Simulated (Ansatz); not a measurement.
Frontier orbitals of H2IIn, SMILES `[InH2][I]`.

```xyz
4

In   -0.197    0.042    0.252
I     1.434   -0.309   -1.836
H    -0.526    1.682    0.603
H    -0.711   -1.415    0.981
```

Charge 0, multiplicity 1. Correlated methods include outer-core shells of I, In, which these sets cover unevenly. In, I takes the def2 core potential. Geometry: relaxed with PBE0-D4/def2-TZVP. Basis def2-TZVPP, Ansatz 0.2.0.

```json
{"functional": "PBE", "HOMO (eV)": "-6.20", "LUMO (eV)": "-2.79", "gap (eV)": "3.41"}
{"functional": "revPBE", "HOMO (eV)": "-6.15", "LUMO (eV)": "-2.67", "gap (eV)": "3.48"}
{"functional": "BLYP", "HOMO (eV)": "-6.03", "LUMO (eV)": "-2.75", "gap (eV)": "3.28"}
{"functional": "PBE0", "HOMO (eV)": "-7.30", "LUMO (eV)": "-2.09", "gap (eV)": "5.21"}
{"functional": "r2SCAN0", "HOMO (eV)": "-7.48", "LUMO (eV)": "-1.94", "gap (eV)": "5.54"}
{"functional": "BHLYP", "HOMO (eV)": "-8.24", "LUMO (eV)": "-1.45", "gap (eV)": "6.79"}
{"functional": "CAM-B3LYP", "HOMO (eV)": "-8.53", "LUMO (eV)": "-1.30", "gap (eV)": "7.23"}
{"functional": "ωB97M-V", "HOMO (eV)": "-9.40", "LUMO (eV)": "-0.57", "gap (eV)": "8.83"}
```

Question: What is the vertical ionisation energy at frozen-core CCSD(T)/def2-TZVPP? (Estimate.)

Answer: The calculation gave: 9.42 eV (T1 of the cation 0.016).

From PBE to PBE0 the HOMO moves by −1.10 eV and the LUMO by +0.70 eV, and with ωB97M-V by −3.19 and +2.22 eV, so the gap grows from 3.41 to 8.82 eV with exact exchange. −ε(HOMO) differs from that ionisation energy by −3.22 eV with PBE and −0.02 eV with ωB97M-V.
